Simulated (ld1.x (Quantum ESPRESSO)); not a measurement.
**La, ultrasoft: configuration errors across variants**

- Element: lanthanum
- Generator: ld1.x (Quantum ESPRESSO) 7.5
- Type: ultrasoft
- Functional: PBEsol
- Relativity: scalar-relativistic
- Frozen core: [Kr] 4d10
- Valence charge: 11
- Reference configuration: 4f0 5s2 5p6 5d1 6s0.5 6p0 (charge +1.5)
- Partial waves: 5s (bound): rcut 2.15, rcutus 2.65 bohr; 6s (bound): rcut 2.15, rcutus 2.65 bohr; 5p (bound): rcut 2.75, rcutus 2.90 bohr; 6p (bound, empty): rcut 2.75, rcutus 2.90 bohr; 5d (bound): rcut 2.40, rcutus 3.25 bohr; 5d channel at 0.5 Ry: rcut 2.40, rcutus 3.25 bohr; 4f (bound, empty): rcut 1.05, rcutus 1.45 bohr; 4f channel at 0.5 Ry: rcut 1.05, rcutus 1.45 bohr
- Local potential: all-electron potential smoothed inside 1.65 bohr (lloc = -1)
- Core correction: Bessel-smoothed model core inside 0.80 bohr
- Augmentation charge: PSQ, inside the norm-conserving radii

All-electron excitation energies from the reference (eV): (1) 4f0 5s2 5p6 5d1 6s2 6p0 -10.797; (2) 4f0 5s2 5p6 5d1 6s1 6p0 -4.798; (3) 4f0 5s2 5p6 5d1 6s0 6p0 6.049; (4) 4f0 5s1 5p6 5d1 6s2 6p0 33.254; (5) 4f0 5s2 5p6 5d2 6s1 6p0 -9.989; (6) 4f0 5s2 5p6 5d2 6s0 6p0 -4.742; (7) 4f0 5s2 5p6 5d1 6s1.5 6p0 -8.382.

The overlap operator is not positive definite (basis up to 400 Ry) in “base”, “local potential all-electron potential smoothed inside 2.66 bohr (lloc = -1)”, “local potential all-electron potential smoothed inside 1.25 bohr (lloc = -1)”, “type PAW; local potential all-electron potential smoothed inside 1.35 bohr (lloc = -1)”, “augmentation PSQ, radius 0.80 bohr”, “waves 5d (bound): rcut 2.40, rcutus 3.74 bohr; 5d channel at 0.5 Ry: rcut 2.40, rcutus 3.74 bohr”. Such files are unfit for use, however small their errors in these radial tests.

3 further variants failed, have other tests or another functional or relativity, and are left out.

A true bound ghost makes a file unfit for plane-wave use even where its test errors are small: the radial tests pick states by their node count and pass the ghost by.

Errors AE − PS in meV (a dash: test not solved or not reliable):

| change | (1) | (2) | (3) | (4) | (5) | (6) | (7) | bound ghosts |
| --- | --- | --- | --- | --- | --- | --- | --- | --- |
| base | +2.7 | +1.0 | -0.3 | -89 | +11 | +6.1 | +2.0 | s (p, d not tested, overlap not positive) |
| local potential all-electron potential smoothed inside 2.66 bohr (lloc = -1) | +3.9 | +1.2 | -0.1 | -71 | – | – | – | not determined (overlap not positive) |
| local potential all-electron potential smoothed inside 1.25 bohr (lloc = -1) | – | – | – | – | – | – | – | s (p, d not tested, overlap not positive) |
| type PAW; local potential all-electron potential smoothed inside 1.35 bohr (lloc = -1) | +5.4 | +1.7 | +1.2 | – | – | – | – | s (p, d not tested, overlap not positive) |
| augmentation PSQ, radius 0.80 bohr | – | – | – | – | – | – | – | s (p, d not tested, overlap not positive) |
| waves 5d (bound): rcut 2.40, rcutus 3.74 bohr; 5d channel at 0.5 Ry: rcut 2.40, rcutus 3.74 bohr | +2.0 | +0.8 | -0.7 | -187 | +4.2 | +0.9 | +1.5 | s (p not tested, overlap not positive) |

Give the same row for: core correction Bessel-smoothed model core inside 1.06 bohr.

+2.7, +1.0, -0.3, -89, +11, +6.2, +2.0; bound ghosts: s (p, d not tested, overlap not positive). Its overlap operator is not positive definite in a basis up to 400 Ry (lowest eigenvalue p -0.17, d -0.43), so the file is unfit for use: the generalised eigenproblem breaks down once the basis is large enough, and its test numbers describe a broken file.
